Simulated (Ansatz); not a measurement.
Ansatz (an electronic-structure program) job for (E)-1-bromo-2-chloroprop-1-ene (C₃H₄BrCl), SMILES C(=C(\Cl)C)/Br, r2SCAN-D4/def2-SVP. 

Ansatz 0.2 input:
```yaml
crystal:
  periodic: [false, false, false]
  atoms:
    - {symbol: C, position_ang: [-1.91343886, -0.05757990, 0.43652703]}
    - {symbol: C, position_ang: [-0.75118923, 0.78003462, 0.04276947]}
    - {symbol: Cl, position_ang: [-1.10665671, 2.46930398, -0.15113672]}
    - {symbol: C, position_ang: [0.49832355, 0.39386709, -0.17432987]}
    - {symbol: Br, position_ang: [1.06179922, -1.39878370, -0.01165549]}
    - {symbol: H, position_ang: [-2.33410625, 0.30683044, 1.37282842]}
    - {symbol: H, position_ang: [-1.61704358, -1.09602064, 0.55833638]}
    - {symbol: H, position_ang: [-2.69103070, 0.00506867, -0.32397467]}
    - {symbol: H, position_ang: [1.29019896, 1.06545262, -0.45972372]}
basis:
  gaussian:
    orbitals: def2-SVP
hamiltonian:
  xc: r2scan
  dispersion: d4
relax: {f_tol: 0.002, max_steps: 200}
```

It prints:

```
WARN ansatz: RAYON_NUM_THREADS=1 ignored (pool sized by the plan → 1); use --threads N
Functional definition: r2SCAN
integrals: 0.06 GiB planned
1246 factors; their error is unknown
mean field: 0.34 GiB planned
mean field evaluation 1: about -85719.4276 eV, gradient 5.5e1 eV
mean field evaluation 2: about -85709.3418 eV, gradient 8.1e1 eV
mean field evaluation 4: about -85727.0467 eV, gradient 4.8e0 eV
mean field evaluation 8: about -85727.0035 eV, gradient 2.6e-1 eV
mean field evaluation 16: about -85727.0037 eV, gradient 1.4e-5 eV
mean field -85727.00368726 eV, -3150.4092776567 hartree, gradient 1.4e-5 eV, S^2 0.000000; 0 other end points of the search recorded, 0 dependent functions left out
the calculation of the forces begins
reference -85727.00369484 eV, -3150.4092779351 hartree; 37, 37 occupied and 75, 75 virtual orbitals, 1246 factors
relax step   1: F+E_penalty+E_count = -85727.06074192 eV  Δ(F+E_penalty+E_count) = +0.000e0 eV  max|allowed force component| = 7.099e-1 eV/Å  Δτ_max = 0.0000 Å  (28 SCF iters, accepted)
these checks for a lower state are left out or cut short: starts, cluster_reference, orbital_swaps, neighbouring_geometries, increment
integrals: 0.06 GiB planned
1246 factors; their error is unknown
mean field: 0.33 GiB planned
mean field -85727.02621013 eV, -3150.4101053570 hartree, gradient 1.8e-5 eV, S^2 0.000000; 0 other end points of the search recorded, 0 dependent functions left out
the calculation of the forces begins
reference -85727.02621775 eV, -3150.4101056369 hartree; 37, 37 occupied and 75, 75 virtual orbitals, 1246 factors
relax step   2: F+E_penalty+E_count = -85727.08308652 eV  Δ(F+E_penalty+E_count) = -2.234e-2 eV  max|allowed force component| = 2.108e-1 eV/Å  Δτ_max = 0.0345 Å  (31 SCF iters, accepted)
these checks for a lower state are left out or cut short: starts, cluster_reference, orbital_swaps, neighbouring_geometries, increment
integrals: 0.06 GiB planned
1246 factors; their error is unknown
mean field: 0.33 GiB planned
mean field -85727.02869339 eV, -3150.4101966151 hartree, gradient 1.8e-5 eV, S^2 0.000000; 0 other end points of the search recorded, 0 dependent functions left out
the calculation of the forces begins
reference -85727.02870102 eV, -3150.4101968955 hartree; 37, 37 occupied and 75, 75 virtual orbitals, 1246 factors
relax step   3: F+E_penalty+E_count = -85727.08553572 eV  Δ(F+E_penalty+E_count) = -2.449e-3 eV  max|allowed force component| = 1.002e-1 eV/Å  Δτ_max = 0.0072 Å  (33 SCF iters, accepted)
these checks for a lower state are left out or cut short: starts, cluster_reference, orbital_swaps, neighbouring_geometries, increment
integrals: 0.06 GiB planned
1246 factors; their error is unknown
mean field: 0.33 GiB planned
mean field evaluation 32: about -85727.1250 eV, gradient 3.9e-1 eV
mean field -85727.02894789 eV, -3150.4102059675 hartree, gradient 1.8e-5 eV, S^2 0.000000; 0 other end points of the search recorded, 0 dependent functions left out
the calculation of the forces begins
reference -85727.02895552 eV, -3150.4102062480 hartree; 37, 37 occupied and 75, 75 virtual orbitals, 1246 factors
relax step   4: F+E_penalty+E_count = -85727.08578234 eV  Δ(F+E_penalty+E_count) = -2.466e-4 eV  max|allowed force component| = 3.300e-2 eV/Å  Δτ_max = 0.0033 Å  (33 SCF iters, accepted)
these checks for a lower state are left out or cut short: starts, cluster_reference, orbital_swaps, neighbouring_geometries, increment
integrals: 0.06 GiB planned
1246 factors; their error is unknown
mean field: 0.34 GiB planned
mean field -85727.02898397 eV, -3150.4102072936 hartree, gradient 1.8e-5 eV, S^2 0.000000; 0 other end points of the search recorded, 0 dependent functions left out
the calculation of the forces begins
reference -85727.02899160 eV, -3150.4102075742 hartree; 37, 37 occupied and 75, 75 virtual orbitals, 1246 factors
relax step   5: F+E_penalty+E_count = -85727.08582026 eV  Δ(F+E_penalty+E_count) = -3.792e-5 eV  max|allowed force component| = 2.194e-2 eV/Å  Δτ_max = 0.0060 Å  (33 SCF iters, accepted)
these checks for a lower state are left out or cut short: starts, cluster_reference, orbital_swaps, neighbouring_geometries, increment
integrals: 0.06 GiB planned
1246 factors; their error is unknown
mean field: 0.33 GiB planned
mean field -85727.02896052 eV, -3150.4102064318 hartree, gradient 1.8e-5 eV, S^2 0.000000; 0 other end points of the search recorded, 0 dependent functions left out
the calculation of the forces begins
reference -85727.02896815 eV, -3150.4102067122 hartree; 37, 37 occupied and 75, 75 virtual orbitals, 1246 factors
relax step   6: F+E_penalty+E_count = -85727.08579963 eV  Δ(F+E_penalty+E_count) = +2.063e-5 eV  max|allowed force component| = 2.359e-2 eV/Å  Δτ_max = 0.0042 Å  (33 SCF iters, rejected (line search))
these checks for a lower state are left out or cut short: starts, cluster_reference, orbital_swaps, neighbouring_geometries, increment
integrals: 0.06 GiB planned
1246 factors; their error is unknown
mean field: 0.33 GiB planned
mean field -85727.02901016 eV, -3150.4102082561 hartree, gradient 1.1e-5 eV, S^2 0.000000; 0 other end points of the search recorded, 0 dependent functions left out
the calculation of the forces begins
reference -85727.02901779 eV, -3150.4102085366 hartree; 37, 37 occupied and 75, 75 virtual orbitals, 1246 factors
relax step   7: F+E_penalty+E_count = -85727.08584688 eV  Δ(F+E_penalty+E_count) = -2.661e-5 eV  max|allowed force component| = 5.885e-3 eV/Å  Δτ_max = 0.0021 Å  (25 SCF iters, accepted)
these checks for a lower state are left out or cut short: starts, cluster_reference, orbital_swaps, neighbouring_geometries, increment
integrals: 0.06 GiB planned
1246 factors; their error is unknown
mean field: 0.34 GiB planned
mean field evaluation 64: about -85727.0290 eV, gradient 1.8e-5 eV
mean field -85727.02901329 eV, -3150.4102083713 hartree, gradient 1.8e-5 eV, S^2 0.000000; 0 other end points of the search recorded, 0 dependent functions left out
the calculation of the forces begins
reference -85727.02902093 eV, -3150.4102086518 hartree; 37, 37 occupied and 75, 75 virtual orbitals, 1246 factors
relax step   8: F+E_penalty+E_count = -85727.08585020 eV  Δ(F+E_penalty+E_count) = -3.326e-6 eV  max|allowed force component| = 2.985e-4 eV/Å  Δτ_max = 0.0014 Å  (23 SCF iters, accepted)
integrals: 0.06 GiB planned
1246 factors; their error is unknown
mean field: 0.34 GiB planned
mean field -85727.02901329 eV, -3150.4102083713 hartree, gradient 1.8e-5 eV, S^2 0.000000; 1 other end points of the search recorded, 0 dependent functions left out
the calculation of the forces begins
reference -85727.02902093 eV, -3150.4102086518 hartree; 37, 37 occupied and 75, 75 virtual orbitals, 1246 factors
Total energy: -85727.08585783 eV, -3150.4122973695 hartree
Atom 0 at    -1.925200    -0.057506     0.438120 Å, force    -0.000298    -0.000130     0.000100 eV/Å
Atom 1 at    -0.751473     0.765837     0.042556 Å, force     0.000241     0.000181    -0.000151 eV/Å
Atom 2 at    -1.102547     2.472507    -0.161753 Å, force     0.000005    -0.000046    -0.000090 eV/Å
Atom 3 at     0.516060     0.383475    -0.174773 Å, force    -0.000288    -0.000191     0.000173 eV/Å
Atom 4 at     1.103304    -1.400425    -0.010248 Å, force     0.000055     0.000081     0.000067 eV/Å
Atom 5 at    -2.343907     0.308767     1.389355 Å, force     0.000101    -0.000082     0.000163 eV/Å
Atom 6 at    -1.640427    -1.111871     0.550948 Å, force     0.000199     0.000053    -0.000197 eV/Å
Atom 7 at    -2.720385     0.024011    -0.320429 Å, force    -0.000145     0.000115    -0.000032 eV/Å
Atom 8 at     1.301431     1.083379    -0.464136 Å, force     0.000130     0.000019    -0.000035 eV/Å
Dipole moment:    -0.151932    -0.074276     0.045817 e Å
```

Self-consistency was reached.
